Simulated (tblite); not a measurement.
C₆H₁₅NOSi.
Structure used (GFN2-xTB), in Å, numbered top down from 1:
```
atom  x, y, z in Å
C1     3.4181    0.0142   -0.5775
C2     2.1457   -0.6161   -1.1346
N3     0.9398   -0.1207   -0.5054
Si4    0.3873   -0.7029    1.0113
C5    -1.3653    0.0488    1.3093
C6    -2.4711   -0.9448    0.9841
C7    -1.4060    1.3367    0.5646
C8    -2.0948    1.3283   -0.7792
O9    -0.8552    2.3335    0.9855
H10    4.2923   -0.3825   -1.0875
H11    3.5026   -0.1986    0.4851
H12    3.3963    1.0934   -0.7125
H13    2.1743   -1.6963   -0.9824
H14    2.0813   -0.4227   -2.2113
H15    0.8287    0.8701   -0.6763
H16    1.2143   -0.4182    2.1943
H17    0.2494   -2.1531    0.8479
H18   -1.4029    0.2890    2.3735
H19   -2.3917   -1.3130   -0.0353
H20   -3.4553   -0.4957    1.1161
H21   -2.4005   -1.7988    1.6543
H22   -3.1591    1.1465   -0.6492
H23   -1.9571    2.2890   -1.2704
H24   -1.6828    0.5335   -1.3963
```

Computed with GFN2-xTB (tblite): harmonic, unscaled wavenumbers at the GFN2-xTB geometry, gas phase. Against measured fundamentals such values can be off by several per cent, at times by over 20. Modes of hydrogen on silicon can be 10 to 20 % off. One conformer, not necessarily the lowest. The optimisation stopped once no atom felt more than 0.01 eV/Å.

Lowest wavenumbers of the output (negative numbers stand for imaginary wavenumbers):
```
mode    cm-1
  1     -26.2
  2      46.2
  3      66.7
  4      88.5
  5     108.4
  6     164.8
  7     186.7
  8     202.7
  9     255.9
 10     266.9
```

Question: Is this structure a minimum?

Answer: Not by this Hessian. 1 mode is imaginary beyond 20i (26i cm⁻¹), so at this level the point lies at or near a first-order saddle. The curvature is small, so loose convergence or finite differences may be the whole cause.

Question: Which atoms move in the imaginary mode?

Answer: 26i: Si4 (SiH2 silicon) 20 %, C6 (methyl carbon) 18 %. These are shares of the mass-weighted motion.

Question: What is the remedy?

Answer: Step along that mode in both directions, optimise again with tighter thresholds and repeat the frequencies. The zero-point energy of this point (125.6 kcal/mol) counts the 65 real modes alone, and thermal corrections from it aren't those of a minimum.
